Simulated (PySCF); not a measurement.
AlCl2, doublet, at a GFN2-xTB geometry (such geometries of metal compounds can be far from the true shape) (the spin is typed, not shown lowest); M062X/6-31G** (PySCF).

PySCF was given this input:
```python
from pyscf import gto, scf, dft

mol = gto.Mole()
mol.atom = '''
    Al    0.42790656   -0.01574826    0.46996358
    Cl    1.19006944    0.33144322   -1.40132717
    Cl   -1.51729210   -0.31940043    1.04194326
'''
mol.basis = '6-31g**'
mol.spin = 1
mol.verbose = 4
mol.build()

mf = dft.UKS(mol)
mf.xc = 'm062x'
mf.kernel()
mf.analyze()
```

It wrote (shortened):

```
PySCF version 2.14.0

[INPUT] verbose = 4
[INPUT] num. atoms = 3
[INPUT] num. electrons = 47
[INPUT] charge = 0
[INPUT] spin (= nelec alpha-beta = 2S) = 1
[INPUT] symmetry False subgroup None
[INPUT] Mole.unit = angstrom
[INPUT] Symbol           X                Y                Z      unit          X                Y                Z       unit  Magmom
[...]
nuclear repulsion = 155.37010941155
number of shells = 24
number of NR pGTOs = 153
number of NR cGTOs = 54
basis = 6-31g**
ecp = {}

******** <class 'pyscf.dft.uks.UKS'> ********
method = UKS
initial guess = minao
damping factor = 0
level_shift factor = 0
DIIS = <class 'pyscf.scf.diis.CDIIS'>
diis_start_cycle = 1
diis_space = 8
diis_damp = 0
SCF conv_tol = 1e-09
SCF conv_tol_grad = None
SCF max_cycles = 50
direct_scf = True
direct_scf_tol = 1e-13
number electrons alpha = 24  beta = 23
XC library pyscf.dft.libxc version 7.1.2
    S. Lehtola, C. Steigemann, M. J. T. Oliveira, and M. A. L. Marques,  SoftwareX 7, 1–5 (2018)
XC functionals = m062x
    Y. Zhao and D. G. Truhlar,  Theor. Chem. Acc. 120, 215 (2008)
    Y. Zhao and D. G. Truhlar,  Theor. Chem. Acc. 120, 215 (2008)
radial grids:
    Treutler-Ahlrichs [JCP 102, 346 (1995); DOI:10.1063/1.469408] (M4) radial grids

becke partition: Becke, JCP 88, 2547 (1988); DOI:10.1063/1.454033
pruning grids: <function nwchem_prune>
grids dens level: 3
symmetrized grids: False
atomic radii adjust function: <function treutler_atomic_radii_adjust>
small_rho_cutoff = 0
Set gradient conv threshold to 3.16228e-05
tot grids = 56944
init E= -1163.02723923808

cycle= 1 E= -1162.76968239147  delta_E= 0.258  |g|= 0.226  |ddm|=  1.4
cycle= 2 E= -1162.78516791829  delta_E= -0.0155  |g|= 0.202  |ddm|= 0.721
cycle= 3 E= -1162.81279132542  delta_E= -0.0276  |g|= 0.0125  |ddm|= 0.287
cycle= 4 E= -1162.81314482108  delta_E= -0.000353  |g|= 0.00338  |ddm|= 0.0609
cycle= 5 E= -1162.8131784345  delta_E= -3.36e-05  |g|= 0.00121  |ddm|= 0.0207
cycle= 6 E= -1162.81318049209  delta_E= -2.06e-06  |g|= 0.000308  |ddm|= 0.00435
cycle= 7 E= -1162.81318065779  delta_E= -1.66e-07  |g|= 4.12e-05  |ddm|= 0.0013
cycle= 8 E= -1162.81318066042  delta_E= -2.63e-09  |g|= 1.56e-05  |ddm|= 0.000148
cycle= 9 E= -1162.81318066067  delta_E= -2.5e-10  |g|= 3.92e-06  |ddm|= 3e-05
Extra cycle  E= -1162.81318066069  delta_E= -2.43e-11  |g|= 1.85e-06  |ddm|= 1.22e-05
converged SCF energy = -1162.81318066069  <S^2> = 0.75221446  2S+1 = 2.0022132
**** SCF Summaries ****
Total Energy =                       -1162.813180660692751
Nuclear Repulsion Energy =             155.370109411550203
One-electron Energy =                -1917.810372063767090
Two-electron Energy =                  599.627081991524278
Two-electron Coulomb Energy =          674.865618484461493
DFT Exchange-Correlation Energy =      -75.238536492937186
**** MO energy ****
                             alpha | beta                alpha | beta
[...]
To work with the spin densities directly, `use mulliken_meta_spin()` only printing them here.

 ** Mulliken spin pop alpha/beta on meta-lowdin orthogonal AOs **
 ** Mulliken Spin Density (per AO)  **
spin_pop of  0 Al 1s        0.00001
spin_pop of  0 Al 2s        0.00024
spin_pop of  0 Al 3s        0.52685
spin_pop of  0 Al 4s        0.00675
spin_pop of  0 Al 2px       0.00001
spin_pop of  0 Al 2py      -0.00001
spin_pop of  0 Al 2pz       0.00001
spin_pop of  0 Al 3px       0.12703
spin_pop of  0 Al 3py       0.01499
spin_pop of  0 Al 3pz       0.15439
spin_pop of  0 Al 4px       0.00224
spin_pop of  0 Al 4py       0.00120
spin_pop of  0 Al 4pz       0.00253
spin_pop of  0 Al 3dxy      0.00066
spin_pop of  0 Al 3dyz      0.00050
spin_pop of  0 Al 3dz^2     0.00022
spin_pop of  0 Al 3dxz      0.00356
spin_pop of  0 Al 3dx2-y2    0.00151
spin_pop of  1 Cl 1s       -0.00000
spin_pop of  1 Cl 2s        0.00000
spin_pop of  1 Cl 3s        0.00538
spin_pop of  1 Cl 4s        0.00015
spin_pop of  1 Cl 2px      -0.00000
spin_pop of  1 Cl 2py      -0.00000
spin_pop of  1 Cl 2pz       0.00000
spin_pop of  1 Cl 3px       0.00015
spin_pop of  1 Cl 3py      -0.00727
spin_pop of  1 Cl 3pz       0.07878
spin_pop of  1 Cl 4px       0.00057
spin_pop of  1 Cl 4py       0.00002
spin_pop of  1 Cl 4pz       0.00082
spin_pop of  1 Cl 3dxy      0.00001
spin_pop of  1 Cl 3dyz      0.00008
spin_pop of  1 Cl 3dz^2    -0.00021
spin_pop of  1 Cl 3dxz      0.00014
spin_pop of  1 Cl 3dx2-y2    0.00002
spin_pop of  2 Cl 1s       -0.00000
spin_pop of  2 Cl 2s        0.00000
spin_pop of  2 Cl 3s        0.00539
spin_pop of  2 Cl 4s        0.00015
spin_pop of  2 Cl 2px       0.00000
spin_pop of  2 Cl 2py      -0.00000
spin_pop of  2 Cl 2pz      -0.00000
spin_pop of  2 Cl 3px       0.07727
spin_pop of  2 Cl 3py      -0.00795
spin_pop of  2 Cl 3pz       0.00235
spin_pop of  2 Cl 4px       0.00070
spin_pop of  2 Cl 4py       0.00002
spin_pop of  2 Cl 4pz       0.00069
spin_pop of  2 Cl 3dxy      0.00009
spin_pop of  2 Cl 3dyz      0.00001
spin_pop of  2 Cl 3dz^2    -0.00007
spin_pop of  2 Cl 3dxz      0.00016
spin_pop of  2 Cl 3dx2-y2   -0.00015
 ** Mulliken Spin Density (per atom)  **
spin density of  0 Al =      0.84269
spin density of  1 Cl =      0.07865
spin density of  2 Cl =      0.07866
 ** Mulliken pop alpha/beta on meta-lowdin orthogonal AOs **
 ** Mulliken pop       alpha | beta **
In total            24.00000 | 23.00000
 ** Mulliken atomic charges   ( Nelec_alpha | Nelec_beta ) **
charge of  0Al =      0.56995  (     6.63637      5.79368 )
charge of  1Cl =     -0.28499  (     8.68182      8.60317 )
charge of  2Cl =     -0.28496  (     8.68181      8.60315 )
Dipole moment(X, Y, Z, Debye):  0.73587, -0.02703,  0.80852
```
